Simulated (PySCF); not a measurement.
# Bond curve of BeSe

Set-up: basis Be cc-pVDZ, Se cc-pVDZ-PP with ECP10; scalar-relativistic core potentials; PySCF 2.14. Energies in eV from Be + Se in their ground configurations at the same level. State: ¹Σ⁺ (singlet), closed shell.

All columns are r²SCAN. A positive dipole means Be(−)Se(+).

```tsv
R (Å)	E (eV)	μ (D)	Mulliken charge on Be (basis-dependent)	HOMO (eV)	LUMO (eV)	Mayer bond order	⟨S²⟩
1.613	-1.981	-4.12	-0.04	-6.14	-3.76	2.70	0.00
1.688	-2.598	-4.30	0.02	-6.00	-3.92	2.64	0.00
1.763	-2.948	-4.46	0.07	-5.87	-4.08	2.58	0.00
1.820	-3.075	-4.57	0.11	-5.79	-4.20	2.53	0.00
1.876	-3.114	-4.67	0.14	-5.71	-4.32	2.49	0.00
1.932	-3.082	-4.75	0.16	-5.65	-4.44	2.44	0.00
2.007	-2.958	-4.84	0.20	-5.57	-4.60	2.37	0.00
2.101	-2.712	-4.93	0.23	-5.48	-4.79	2.29	0.00
2.214	-2.336	-5.00	0.26	-5.40	-5.00	2.18	0.00
2.364	-1.779	-5.05	0.29	-5.31	-5.22	2.02	0.00
```

A fit through these points gives, at Re = 1.876 Å, μ = -4.67 D and dμ/dR = -1.59 D/Å; the reduced mass is 8.099 u.

Question: How strong is the fundamental in the double-harmonic approximation, I = 42.26·(dμ/dR)²/μred km/mol?

Answer: I = 42.26·(-1.59)²/8.099 = 13.2 km/mol at r²SCAN.
